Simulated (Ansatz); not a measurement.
ClF3OW (`[O]=[W]([F])([F])([F])[Cl]`). The species carries charge 0 and has multiplicity 1. W: def2 effective core potential.

```xyz
6

O     1.184    1.085    0.646
W     0.081    0.009    0.002
F    -0.236    0.700   -1.686
F    -0.086   -1.264    1.335
F     1.029   -1.303   -0.898
Cl   -1.972    0.773    0.601
```

What are the harmonic wavenumbers in cm⁻¹ at PBE0-D4/def2-TZVP (Ansatz, finite differences of forces, unscaled)? (Estimate.)

Ansatz gave: 85, 193, 211, 235, 279, 307, 324, 407, 657, 698, 721, 1099.

Is this a minimum?

Yes, all 12 modes are real.

Give the ideal-gas thermochemistry at 298.15 K and 1 bar (rigid rotor, harmonic oscillator; point group Cs, symmetry number 1).

Zero-point energy 31.2 kJ/mol; H(298) − E = 52.4 kJ/mol; entropy 364.8 J/(mol·K), of which translation 179.7, rotation 118.2, vibration 66.9; G(298) − E = -56.3 kJ/mol. Modes under 100 cm⁻¹ are hindered rotations or soft bends, so the harmonic entropy is rough.

And at 400, 500, 600, 800 and 1000 K?


```tsv
T (K)	H − E (kJ/mol)	S (J/mol/K)	G − E (kJ/mol)
400	63.5	396.5	-95.1
500	75.1	422.4	-136.1
600	87.1	444.3	-179.5
800	112.0	480.1	-272.1
1000	137.6	508.6	-371.1
```
